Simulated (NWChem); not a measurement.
# HSeSI; SMILES S[Se]I

```xyz
4

Se     0.7258    -1.0282     0.0037
I     -0.1184     1.3856     0.0064
S     -1.0692    -2.2596     0.0513
H     -1.2943    -2.3242    -1.2844
```
Atoms are numbered in this order, from 1.

Results from NWChem. Medium grid unless said otherwise, to which SCAN and Minnesota functionals are sensitive. Coordinates come from a PBE0/def2-SVP optimisation. def2 effective core potentials on I; no spin-orbit coupling. Hybrids' shares of exact exchange are those that their runs print; pure functionals count as 0. The functionals differ in more than this share.

```
row                    share of exact exchange  orbital gap (eV)
---------------------  -----------------------  ----------------
PBE/def2-SVP                              0.00              1.98
B97-D/def2-SVP                            0.00              1.97
B3LYP/def2-SVP                            0.20              3.44
r2SCAN0/def2-SVP                          0.25              4.03
BHandHLYP/def2-SVP                        0.50              5.75
M06-2X/def2-SVP                           0.54              5.74
Hartree-Fock/def2-SVP                     1.00          withheld
```

Q: Fit a straight line of the last column on the one before it, predict the withheld value, and compare with the run.

A: 
1. Means of the 6 shown rows: x = 0.248, y = 3.818. Slope Σ(x − x̄)(y − ȳ)/Σ(x − x̄)² = 1.981/0.2741 = 7.227; intercept 2.024.
2. The shown rows scatter about the line by 0.124 (root mean square); the largest residual is +0.20, at r2SCAN0/def2-SVP.
3. At x = 1.00 (Hartree-Fock/def2-SVP; beyond the shown range) the line gives 9.25.
4. The run gives 9.69, +0.44 from the line, 3.5 times the scatter.
